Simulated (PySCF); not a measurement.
**Correlation energy of Tc³⁺ (technetium, charge +3)**

[Kr] 4d4, high-spin 5D determinant. All numbers are calculated (PySCF 2.14, the spin-free X2C one-electron Hamiltonian (Gaussian nucleus), in x2c-TZVPPall with one added diffuse shell each of s, p, d, f type (9s7p7d3f1g, 95 functions)). Frozen: [Kr]; 4 electrons correlated.

```csv
level,correlation energy (mhartree)
CCSD,-40.09
(T),-0.29
CCSD(T),-40.38
```

Diagnostics: T1 = 0.00049, D1 = 0.0009, largest double amplitude 0.021.

**Question.** Is a single reference adequate?

**Answer.** Yes, within this model without spin-orbit coupling: T1 lies below 0.03 and no double amplitude reaches 0.07.
